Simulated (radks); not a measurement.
Species: the europium ion Eu54+. Configuration: [He] 2s2 2p5 (the NIST ground configuration).

Method: non-relativistic Kohn-Sham, PBE, spin-polarised, spherical densities, point nucleus; open shells are filled with parallel spins first (spin-orbit coupling, left out, can overturn this in heavy ions); relativity is left out, which matters for an element this heavy; computed with a radial shooting solver on a logarithmic mesh with Libxc functionals.

Energy parts (eV):
total: -190561.76
kinetic: 190551.59
electron-nucleus: -392746.49
Hartree: 14207.66
exchange-correlation: -2574.51

Orbitals (lengths in bohr, moments of r in powers of bohr):
| orbital | occ. | eigenvalue (eV) | <r^2> | <1/r> |
|---|---|---|---|---|
| 1s up | 1 | -49942.54 | 0.0007732 | 62.51 |
| 1s down | 1 | -49930.73 | 0.0007728 | 62.52 |
| 2s up | 1 | -11234.39 | 0.01170 | 14.90 |
| 2s down | 1 | -11216.35 | 0.01172 | 14.88 |
| 2p up | 3 | -10965.35 | 0.008636 | 14.86 |
| 2p down | 2 | -10942.79 | 0.008653 | 14.85 |
| 3s up | 0 | -4771.964 | 0.06131 | 6.389 |
| 3s down | 0 | -4767.180 | 0.06140 | 6.385 |
| 3p up | 0 | -4679.361 | 0.05512 | 6.349 |
| 3p down | 0 | -4673.754 | 0.05522 | 6.344 |

The highest occupied level is 2p down at -10942.8 eV. The density falls to 0.001 e/bohr^3 at r = 0.37 bohr. Summed over all electrons, <r^2> = 0.06818 bohr^2, which gives a Langevin (diamagnetic) susceptibility term of -0.054 x 10^-6 cm^3/mol. Virial ratio -V/T = 2.00005. The spin density at the nucleus is -8.12 e/bohr^3 (1s -27.97, 2s 19.85). For comparison, the ionisation energy in NIST's Atomic Spectra Database is 11153 eV (theoretical). In exact Kohn-Sham theory the highest level is minus the ionisation energy, but local and semilocal functionals leave it too shallow, through self-interaction and a potential that decays too fast; potentials with the right tail come closer. Spin moment in Bohr magnetons: 1.
